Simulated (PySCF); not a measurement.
## How methods differ on the excitation energy of Sr

Sr [Kr] 5s2 (1S) → Sr [Kr] 5p2 (3P), as a difference of total energies. Computed with PySCF 2.14 in aug-cc-pVQZ-X2C, with scalar relativity by spin-free X2C-1e. Correlated levels: valence: [Kr] frozen. The calculations carry no spin-orbit coupling.

```json
{"method": "UHF", "excitation energy (eV)": "3.880", "error (eV)": "-0.525"}
{"method": "MP2 (valence)", "excitation energy (eV)": "4.268", "error (eV)": "-0.137"}
{"method": "SCS-MP2 (valence)", "excitation energy (eV)": "4.456", "error (eV)": "+0.051"}
{"method": "CCSD (valence)", "excitation energy (eV)": "4.131", "error (eV)": "-0.274"}
```

Reference: 4.405 eV (measured; NIST levels, between the centres of gravity of the two terms).

Errors of the correlated levels include the incompleteness of this basis and the frozen core.

With two correlated electrons CCSD is exact in that space.

The coupled-cluster amplitudes are large for the upper state (T1 above 0.03 or a double amplitude above 0.15), so a single reference is strained.
